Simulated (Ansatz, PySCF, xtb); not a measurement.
Isomers of C2H5NSi. Gas-phase values, no solvent. One relaxed conformer stands for each flexible species; it need not be the lowest. Strings in code marks are SMILES.

Quantity: electronic energy of isomers of C2H5NSi relative to `N#CC[SiH3]`, in kcal/mol. The restricted reference of `C=CN=[SiH2]` and `C=N[SiH]=C` is unstable towards unrestricted orbitals.

Level 1: M06-2X/def2-TZVP // B3LYP-D3(BJ)/def2-TZVP (PySCF)
Level 2: PBE-D3(BJ)/def2-TZVP // B3LYP-D3(BJ)/def2-TZVP (PySCF)
Level 3: HF/cc-pVTZ // B3LYP-D3(BJ)/def2-TZVP (Ansatz, an electronic-structure program)
Level 4: GFN2-xTB (xtb)

```json
[
 {"species": "`C=N[SiH]=C` (C–N–Si–C torsion 47°)", "level 1": "29.8", "level 2": "25.9", "level 3": "38.5", "level 4": "28.6"},
 {"species": "`CN=C=[SiH2]`", "level 1": "40.8", "level 2": "34.5", "level 3": "47.9", "level 4": "38.7"},
 {"species": "`C=CN=[SiH2]` (C–C–N–Si torsion 55°)", "level 1": "31.2", "level 2": "25.3", "level 3": "41.9", "level 4": "-8.73"},
 {"species": "`C1=[SiH]CN1`", "level 1": "46.0", "level 2": "35.6", "level 3": "61.4", "level 4": "47.0"},
 {"species": "`C#CN[SiH3]`", "level 1": "25.4", "level 2": "28.2", "level 3": "29.5", "level 4": "5.11"}
]
```
